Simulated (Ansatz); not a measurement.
Input for Ansatz (a first-principles code): R-B3LYP-D3(BJ)/def2-TZVP on C5H15GaS (a complex).

Ansatz 0.2 input:
```yaml
crystal:
  periodic: [false, false, false]
  atoms:
    - {symbol: C, position_ang: [-1.53057688, 0.50475209, 0.53719048]}
    - {symbol: Ga, position_ang: [0.28756419, -0.21589551, 1.16058167]}
    - {symbol: C, position_ang: [1.89564478, 1.01808072, 0.94987900]}
    - {symbol: C, position_ang: [0.55668802, -2.23956533, 1.13556702]}
    - {symbol: H, position_ang: [-1.62869853, 0.23502086, -0.51983618]}
    - {symbol: H, position_ang: [-1.59716417, 1.59660289, 0.58173757]}
    - {symbol: H, position_ang: [-2.41405204, 0.09413777, 1.03727909]}
    - {symbol: H, position_ang: [2.25472585, 1.02630065, -0.08354240]}
    - {symbol: H, position_ang: [2.73401168, 0.69581237, 1.57553255]}
    - {symbol: H, position_ang: [1.66880365, 2.05665306, 1.21237970]}
    - {symbol: H, position_ang: [0.94796965, -2.55514594, 0.16355913]}
    - {symbol: H, position_ang: [1.28364878, -2.56500934, 1.88700363]}
    - {symbol: H, position_ang: [-0.36709293, -2.80339184, 1.29994284]}
    - {symbol: C, position_ang: [-0.76635073, 1.59808640, 3.83933250]}
    - {symbol: S, position_ang: [0.11384256, 0.01380610, 3.78279478]}
    - {symbol: C, position_ang: [-1.28861701, -1.11383723, 4.00040155]}
    - {symbol: H, position_ang: [-1.18620252, 1.73236063, 4.83218754]}
    - {symbol: H, position_ang: [-0.03256266, 2.37292891, 3.63850211]}
    - {symbol: H, position_ang: [-1.54484721, 1.61599131, 3.08140604]}
    - {symbol: H, position_ang: [-1.80143205, -0.86419943, 4.92467312]}
    - {symbol: H, position_ang: [-0.87746660, -2.11670995, 4.06284254]}
    - {symbol: H, position_ang: [-1.96162378, -1.04006982, 3.14854025]}
basis:
  gaussian:
    orbitals: def2-TZVP
hamiltonian:
  xc: b3lyp
  dispersion: d3bj
relax: {f_tol: 0.004, max_steps: 120}
scf: {lower_state_search: off}
```

Output:

```
WARN ansatz: RAYON_NUM_THREADS=4 ignored (pool sized by the plan → 4); use --threads N
Functional definition: B3LYP
these checks for a lower state are left out or cut short: stability, starts, cluster_reference, orbital_swaps, neighbouring_geometries, increment
integrals: 0.49 GiB planned
2234 factors; their error is unknown
mean field: 3.58 GiB planned
mean field evaluation 1: about -68620.7446 eV, gradient 1.1e2 eV
mean field evaluation 2: about -68602.0254 eV, gradient 1.4e2 eV
mean field evaluation 4: about -68648.4044 eV, gradient 6.3e0 eV
mean field evaluation 8: about -68648.4799 eV, gradient 1.1e-1 eV
mean field evaluation 16: about -68648.6098 eV, gradient 4.8e-4 eV
mean field -68648.60975078 eV, -2522.7898766422 hartree, gradient 6.4e-6 eV, S^2 0.000000; 0 other end points of the search recorded, 0 dependent functions left out
the calculation of the forces begins
reference -68648.61012775 eV, -2522.7898904958 hartree; 46, 46 occupied and 284, 284 virtual orbitals, 2234 factors
relax step   1: F+E_penalty+E_count = -68649.58940968 eV  Δ(F+E_penalty+E_count) = +0.000e0 eV  max|allowed force component| = 3.071e-1 eV/Å  Δτ_max = 0.0000 Å  (19 SCF iters, accepted)
these checks for a lower state are left out or cut short: stability, starts, cluster_reference, orbital_swaps, neighbouring_geometries, increment
integrals: 0.49 GiB planned
2234 factors; their error is unknown
mean field: 3.58 GiB planned
mean field -68648.66897133 eV, -2522.7920529572 hartree, gradient 1.7e-6 eV, S^2 0.000000; 0 other end points of the search recorded, 0 dependent functions left out
the calculation of the forces begins
reference -68648.66934986 eV, -2522.7920668681 hartree; 46, 46 occupied and 284, 284 virtual orbitals, 2234 factors
relax step   2: F+E_penalty+E_count = -68649.64577727 eV  Δ(F+E_penalty+E_count) = -5.637e-2 eV  max|allowed force component| = 2.429e-1 eV/Å  Δτ_max = 0.1946 Å  (19 SCF iters, accepted)
these checks for a lower state are left out or cut short: stability, starts, cluster_reference, orbital_swaps, neighbouring_geometries, increment
integrals: 0.49 GiB planned
2234 factors; their error is unknown
mean field: 3.58 GiB planned
mean field evaluation 32: about -68648.5336 eV, gradient 2.2e-2 eV
mean field -68648.67530051 eV, -2522.7922855503 hartree, gradient 1.8e-6 eV, S^2 0.000000; 0 other end points of the search recorded, 0 dependent functions left out
the calculation of the forces begins
reference -68648.67567756 eV, -2522.7922994067 hartree; 46, 46 occupied and 284, 284 virtual orbitals, 2234 factors
relax step   3: F+E_penalty+E_count = -68649.65943591 eV  Δ(F+E_penalty+E_count) = -1.366e-2 eV  max|allowed force component| = 1.344e-1 eV/Å  Δτ_max = 0.0488 Å  (19 SCF iters, accepted)
these checks for a lower state are left out or cut short: stability, starts, cluster_reference, orbital_swaps, neighbouring_geometries, increment
integrals: 0.49 GiB planned
2234 factors; their error is unknown
mean field: 3.58 GiB planned
mean field -68648.68129957 eV, -2522.7925060116 hartree, gradient 1.5e-6 eV, S^2 0.000000; 0 other end points of the search recorded, 0 dependent functions left out
the calculation of the forces begins
reference -68648.68167811 eV, -2522.7925199227 hartree; 46, 46 occupied and 284, 284 virtual orbitals, 2234 factors
relax step   4: F+E_penalty+E_count = -68649.66025596 eV  Δ(F+E_penalty+E_count) = -8.201e-4 eV  max|allowed force component| = 6.528e-2 eV/Å  Δτ_max = 0.0764 Å  (19 SCF iters, accepted)
these checks for a lower state are left out or cut short: stability, starts, cluster_reference, orbital_swaps, neighbouring_geometries, increment
integrals: 0.49 GiB planned
2234 factors; their error is unknown
mean field: 3.58 GiB planned
mean field -68648.67860747 eV, -2522.7924070788 hartree, gradient 1.8e-6 eV, S^2 0.000000; 0 other end points of the search recorded, 0 dependent functions left out
the calculation of the forces begins
reference -68648.67898528 eV, -2522.7924209633 hartree; 46, 46 occupied and 284, 284 virtual orbitals, 2234 factors
relax step   5: F+E_penalty+E_count = -68649.66246130 eV  Δ(F+E_penalty+E_count) = -2.205e-3 eV  max|allowed force component| = 1.704e-2 eV/Å  Δτ_max = 0.0437 Å  (19 SCF iters, accepted)
these checks for a lower state are left out or cut short: stability, starts, cluster_reference, orbital_swaps, neighbouring_geometries, increment
integrals: 0.49 GiB planned
2234 factors; their error is unknown
mean field: 3.58 GiB plan
[...]
284 virtual orbitals, 2234 factors
relax step  17: F+E_penalty+E_count = -68649.66437917 eV  Δ(F+E_penalty+E_count) = -2.645e-5 eV  max|allowed force component| = 4.938e-3 eV/Å  Δτ_max = 0.0172 Å  (20 SCF iters, accepted)
these checks for a lower state are left out or cut short: stability, starts, cluster_reference, orbital_swaps, neighbouring_geometries, increment
integrals: 0.49 GiB planned
2234 factors; their error is unknown
mean field: 3.58 GiB planned
mean field -68648.68246369 eV, -2522.7925487924 hartree, gradient 1.4e-6 eV, S^2 0.000000; 0 other end points of the search recorded, 0 dependent functions left out
the calculation of the forces begins
reference -68648.68284124 eV, -2522.7925626670 hartree; 46, 46 occupied and 284, 284 virtual orbitals, 2234 factors
relax step  18: F+E_penalty+E_count = -68649.66439613 eV  Δ(F+E_penalty+E_count) = -1.696e-5 eV  max|allowed force component| = 4.562e-3 eV/Å  Δτ_max = 0.0203 Å  (20 SCF iters, accepted)
these checks for a lower state are left out or cut short: stability, starts, cluster_reference, orbital_swaps, neighbouring_geometries, increment
integrals: 0.49 GiB planned
2234 factors; their error is unknown
mean field: 3.59 GiB planned
mean field -68648.68228188 eV, -2522.7925421110 hartree, gradient 1.4e-6 eV, S^2 0.000000; 0 other end points of the search recorded, 0 dependent functions left out
the calculation of the forces begins
reference -68648.68265933 eV, -2522.7925559821 hartree; 46, 46 occupied and 284, 284 virtual orbitals, 2234 factors
relax step  19: F+E_penalty+E_count = -68649.66441361 eV  Δ(F+E_penalty+E_count) = -1.748e-5 eV  max|allowed force component| = 3.717e-3 eV/Å  Δτ_max = 0.0232 Å  (20 SCF iters, accepted)
these checks for a lower state are left out or cut short: stability, starts, cluster_reference, orbital_swaps, neighbouring_geometries, increment
integrals: 0.49 GiB planned
2234 factors; their error is unknown
mean field: 3.59 GiB planned
mean field -68648.68226247 eV, -2522.7925413976 hartree, gradient 1.4e-6 eV, S^2 0.000000; 0 other end points of the search recorded, 0 dependent functions left out
the calculation of the forces begins
reference -68648.68263990 eV, -2522.7925552679 hartree; 46, 46 occupied and 284, 284 virtual orbitals, 2234 factors
relax step  20: F+E_penalty+E_count = -68649.66441857 eV  Δ(F+E_penalty+E_count) = -4.963e-6 eV  max|allowed force component| = 1.012e-2 eV/Å  Δτ_max = 0.0230 Å  (19 SCF iters, accepted)
these checks for a lower state are left out or cut short: stability, starts, cluster_reference, orbital_swaps, neighbouring_geometries, increment
integrals: 0.49 GiB planned
2234 factors; their error is unknown
mean field: 3.59 GiB planned
mean field evaluation 160: about -68648.6825 eV, gradient 2.9e-4 eV
mean field -68648.68247074 eV, -2522.7925490513 hartree, gradient 1.4e-6 eV, S^2 0.000000; 0 other end points of the search recorded, 0 dependent functions left out
the calculation of the forces begins
reference -68648.68284822 eV, -2522.7925629236 hartree; 46, 46 occupied and 284, 284 virtual orbitals, 2234 factors
relax step  21: F+E_penalty+E_count = -68649.66442516 eV  Δ(F+E_penalty+E_count) = -6.592e-6 eV  max|allowed force component| = 6.181e-3 eV/Å  Δτ_max = 0.0020 Å  (21 SCF iters, accepted)
these checks for a lower state are left out or cut short: stability, starts, cluster_reference, orbital_swaps, neighbouring_geometries, increment
integrals: 0.49 GiB planned
2234 factors; their error is unknown
mean field: 3.59 GiB planned
mean field -68648.68245136 eV, -2522.7925483391 hartree, gradient 1.4e-6 eV, S^2 0.000000; 0 other end points of the search recorded, 0 dependent functions left out
the calculation of the forces begins
reference -68648.68282885 eV, -2522.7925622116 hartree; 46, 46 occupied and 284, 284 virtual orbitals, 2234 factors
relax step  22: F+E_penalty+E_count = -68649.66442760 eV  Δ(F+E_penalty+E_count) = -2.437e-6 eV  max|allowed force component| = 3.525e-3 eV/Å  Δτ_max = 0.0011 Å  (21 SCF iters, accepted)
these checks for a lower state are left out or cut short: stability, starts, cluster_reference, orbital_swaps, neighbouring_geometries, increment
integrals: 0.49 GiB planned
2234 factors; their error is unknown
mean field: 3.59 GiB planned
mean field -68648.68241004 eV, -2522.7925468208 hartree, gradient 1.4e-6 eV, S^2 0.000000; 0 other end points of the search recorded, 0 dependent functions left out
the calculation of the forces begins
reference -68648.68278754 eV, -2522.7925606938 hartree; 46, 46 occupied and 284, 284 virtual orbitals, 2234 factors
relax step  23: F+E_penalty+E_count = -68649.66443045 eV  Δ(F+E_penalty+E_count) = -2.853e-6 eV  max|allowed force component| = 2.741e-3 eV/Å  Δτ_max = 0.0067 Å  (21 SCF iters, accepted)
these checks for a lower state are left out or cut short: stability, starts, cluster_reference, orbital_swaps, neighbouring_geometries, increment
integrals: 0.49 GiB planned
2234 factors; their error is unknown
mean field: 3.59 GiB planned
mean field -68648.68239243 eV, -2522.7925461737 hartree, gradient 1.4e-6 eV, S^2 0.000000; 0 other end points of the search recorded, 0 dependent functions left out
the calculation of the forces begins
reference -68648.68276995 eV, -2522.7925600471 hartree; 46, 46 occupied and 284, 284 virtual orbitals, 2234 factors
relax step  24: F+E_penalty+E_count = -68649.66443222 eV  Δ(F+E_penalty+E_count) = -1.765e-6 eV  max|allowed force component| = 1.949e-3 eV/Å  Δτ_max = 0.0097 Å  (20 SCF iters, accepted)
Total energy: -68649.66480974 eV, -2522.8286493437 hartree
Atom 0 at    -1.510322     0.330045     0.531766 Å, force    -0.000609     0.000334    -0.000329 eV/Å
Atom 1 at     0.309970    -0.267529     1.132835 Å, force     0.000371    -0.000481     0.000198 eV/Å
Atom 2 at     1.819069     1.038655     0.966451 Å, force    -0.000293     0.000125     0.000102 eV/Å
Atom 3 at     0.704734    -2.230530     1.090507 Å, force    -0.000062    -0.000111    -0.000300 eV/Å
Atom 4 at    -1.545715     0.301083    -0.560904 Å, force     0.000032    -0.000062     0.000558 eV/Å
Atom 5 at    -1.737964     1.355838     0.829545 Å, force     0.000007    -0.000200    -0.000146 eV/Å
Atom 6 at    -2.309594    -0.320943     0.892534 Å, force     0.000513     0.000177    -0.000010 eV/Å
Atom 7 at     2.178801     1.060632    -0.065567 Å, force    -0.000034     0.000003    -0.000120 eV/Å
Atom 8 at     2.663836     0.763511     1.601087 Å, force    -0.000033    -0.000274     0.000131 eV/Å
Atom 9 at     1.511652     2.055032     1.222647 Å, force     0.000053     0.000245    -0.000043 eV/Å
Atom 10 at     0.953152    -2.537111     0.071066 Å, force     0.000065    -0.000070    -0.000097 eV/Å
Atom 11 at     1.555903    -2.485675     1.724935 Å, force     0.000222     0.000115     0.000150 eV/Å
Atom 12 at    -0.153050    -2.828122     1.407084 Å, force    -0.000071    -0.000164     0.000020 eV/Å
Atom 13 at    -0.615480     1.624656     3.881282 Å, force     0.000768    -0.001949     0.000628 eV/Å
Atom 14 at     0.006834    -0.065832     3.711309 Å, force    -0.001916     0.001073    -0.000324 eV/Å
Atom 15 at    -1.513624    -1.008548     3.982196 Å, force     0.001650     0.001179     0.000869 eV/Å
Atom 16 at    -0.956344     1.797881     4.900665 Å, force    -0.000048     0.000249    -0.000073 eV/Å
Atom 17 at     0.216127     2.290085     3.658511 Å, force     0.000108     0.000297    -0.000091 eV/Å
Atom 18 at    -1.421725     1.804289     3.172836 Å, force    -0.000163     0.000088    -0.000259 eV/Å
Atom 19 at    -1.866396    -0.865825     5.002261 Å, force    -0.000116    -0.000223    -0.000177 eV/Å
Atom 20 at    -1.266010    -2.056688     3.827038 Å, force    -0.000200    -0.000465    -0.000278 eV/Å
Atom 21 at    -2.277641    -0.708193     3.267873 Å, force    -0.000245     0.000115    -0.000409 eV/Å
Dipole moment:    -0.408965     0.164241     0.648987 e Å
Checks for a lower state left out: stability, starts, cluster_reference, orbital_swaps, neighbouring_geometries, increment
```

The run converged.

Cost: about 15 core-minutes (a rough figure).
